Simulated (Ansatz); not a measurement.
```yaml
crystal:
  periodic: [false, false, false]
  atoms:
    - {symbol: C, position_ang: [-0.967493, 0.512350, -1.745679]}
    - {symbol: Sn, position_ang: [-0.067982, 0.032153, 0.074146]}
    - {symbol: C, position_ang: [1.959854, 0.883600, 0.118045]}
    - {symbol: C, position_ang: [-0.061727, -2.090341, 0.426751]}
    - {symbol: N, position_ang: [-0.982326, 0.882903, 1.731855]}
    - {symbol: H, position_ang: [-1.076540, 1.587395, -1.915551]}
    - {symbol: H, position_ang: [-0.432436, 0.071827, -2.631207]}
    - {symbol: H, position_ang: [-2.076958, 0.098388, -1.758103]}
    - {symbol: H, position_ang: [2.413653, 0.627851, 1.164856]}
    - {symbol: H, position_ang: [2.567571, 0.484739, -0.627854]}
    - {symbol: H, position_ang: [1.919974, 1.969948, 0.016069]}
    - {symbol: H, position_ang: [0.433115, -2.362427, 1.362918]}
    - {symbol: H, position_ang: [0.501988, -2.636591, -0.271426]}
    - {symbol: H, position_ang: [-1.050663, -2.439356, 0.495051]}
    - {symbol: H, position_ang: [-0.994198, 1.873626, 1.695254]}
    - {symbol: H, position_ang: [-1.905152, 0.535279, 1.843241]}
basis:
  gaussian: {orbitals: def2-mTZVPP, final_grid: {core_spheres: 1, valence_spheres: 1, degree: 1}}
hamiltonian: {xc: {name: wB97M-V}}
output: {forces: true}
```

```sh
$ ansatz run in.yaml --threads 4 --pin off --events-out ev --progress --plain --max-ram 11315MiB
```

It prints (some lines left out):

```
Functional definition: wB97M-V
1707 factors; integrals over basis functions are off by at most 1.3e-3 eV
401 factors; integrals over basis functions are off by at most 6.0e-6 eV
mean field evaluation 1: about -10599.9286 eV, gradient 6.8e1 eV
mean field evaluation 2: about -10601.9853 eV, gradient 5.9e1 eV
mean field evaluation 4: about -10609.2028 eV, gradient 1.9e0 eV
mean field evaluation 16: about -10677.7517 eV, gradient 3.0e-1 eV
mean field -10677.75278241 eV, -392.4001771126 hartree, gradient 7.9e-5 eV, S^2 0.000000; 0 other end points of the search recorded, 0 dependent functions left out
reference -10677.75301037 eV, -392.4001854901 hartree; 29, 29 occupied and 143, 143 virtual orbitals, 1707 factors
Total energy: -10677.75301037 eV, -392.4001854901 hartree
Atom 0 at    -0.967493     0.512350    -1.745679 Å, force  -126.536920    28.384793  -139.211467 eV/Å
Atom 1 at    -0.067982     0.032153     0.074146 Å, force   150.122263   -25.382033   174.914321 eV/Å
Atom 2 at     1.959854     0.883600     0.118045 Å, force    -2.962252     0.766532     9.281613 eV/Å
Atom 3 at    -0.061727    -2.090341     0.426751 Å, force   -14.868145     5.661908    -5.387206 eV/Å
Atom 4 at    -0.982326     0.882903     1.731855 Å, force   -19.700334    -1.702348   -39.031571 eV/Å
Atom 5 at    -1.076540     1.587395    -1.915551 Å, force     4.959823     0.214612     2.915860 eV/Å
Atom 6 at    -0.432436     0.071827    -2.631207 Å, force     2.135076     0.458893     6.228574 eV/Å
Atom 7 at    -2.076958     0.098388    -1.758103 Å, force     1.041701     0.387273    -3.464455 eV/Å
Atom 8 at     2.413653     0.627851     1.164856 Å, force    -2.860667     0.109446    -4.553990 eV/Å
Atom 9 at     2.567571     0.484739    -0.627854 Å, force    -0.456441    -0.777122     2.757273 eV/Å
Atom 10 at     1.919974     1.969948     0.016069 Å, force     2.253606    -4.443862     1.686555 eV/Å
Atom 11 at     0.433115    -2.362427     1.362918 Å, force    -2.522069     1.842935    -3.175954 eV/Å
Atom 12 at     0.501988    -2.636591    -0.271426 Å, force    -0.998711     1.821043     0.331122 eV/Å
Atom 13 at    -1.050663    -2.439356     0.495051 Å, force     1.827381     0.125520    -1.585183 eV/Å
Atom 14 at    -0.994198     1.873626     1.695254 Å, force     3.195829    -7.450844     0.275768 eV/Å
Atom 15 at    -1.905152     0.535279     1.843241 Å, force     5.369859    -0.016745    -1.981260 eV/Å
Dipole moment:     0.742256    -0.229684     0.590734 e Å
```

In this input the integration grid is far too coarse. The calculation finished and met its thresholds. The result belongs to that input, not to the molecule as meant.
